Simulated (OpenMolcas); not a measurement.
Ni3+ (d7) in a complex was computed by CASSCF with the d shell active (OpenMolcas, ANO-RCC-VTZP on the metal). Its lowest spin-free states, and all those of the highest spin:

```csv
2S+1,Degeneracy,E (cm-1)
4,3,0.0
4,3,9086
2,2,12937
4,1,19780
2,3,21246
2,3,21533
4,3,27384
2,3,27463
2,1,29671
2,3,31922
2,3,34378
2,2,37072
```

Is the site octahedral, tetrahedral or cube-like, axial, or of lower symmetry?

The states with 2S+1 = 4 have orbital degeneracies 3, 3, 1, 3. Threefold states need a cubic site. For d7 at this spin an octahedron puts the threefold T1 below the threefold T2 and a tetrahedron or cube puts the single A2 below the threefold T2, so the site is octahedral. The run had Ni3+ with 6 ligands (water) in octahedral coordination (Th) at 1.96 Å. Ligand basis ANO-RCC-VDZP.

An orbital triplet at a regular site is open to Jahn-Teller coupling, which can distort the site and quench the lowest spin-orbit gaps and is left out. Without dynamic correlation the repulsion within the d shell is too large (B by tens of per cent), so at a given field states of lower spin stand too high. This shell can be high or low spin here, a state of another spin lies low, and with metal d orbitals alone active their balance is uncertain, so the ground spin may be wrong. Ligand-to-metal charge-transfer states are missing. With no ligand orbital active B as a rule stays too high, so bands that hang on it stand too high and its fall with covalency is understated. With metal d orbitals alone the field can be off either way by tens of per cent. No measured value stands beside these numbers; the geometry was imposed, not optimised, and the real ion may take another.
